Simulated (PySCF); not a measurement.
**Ge²⁺: excitation energy**

Ge²⁺ [Ar] 3d10 4s2 (1S) → Ge²⁺ [Ar] 3d9 4s2 4p1 (high-spin determinant), as a difference of total energies. Calculation: PySCF 2.14, in aug-cc-pwCVDZ-PP with ECP10MDF (6s5p4d1f, 48 functions); a scalar-relativistic core potential. Correlated levels: valence and next inner shell: nothing frozen outside the core potential. The calculations carry no spin-orbit coupling.

| method | excitation energy (eV) |
| --- | --- |
| UHF | 30.893 |
| LDA | 33.279 |
| PBE | 32.694 |
| PBE0 | 32.452 |
| r2SCAN | 32.056 |
| BHandHLYP | 32.060 |
| r2SCAN0 | 32.000 |
| TPSS | 32.574 |
| HSE06 | 32.440 |
| MP2 (valence and next inner shell) | 32.777 |
| SCS-MP2 (valence and next inner shell) | 32.566 |

Q: How much does correlation contribute at MP2 (valence and next inner shell)?

A: 32.777 − (30.893) = 1.884 eV, measured against UHF.

The determinant of the upper state mixes LS terms, which raises its energy above the lowest term, most at the Hartree-Fock and MP2 levels.
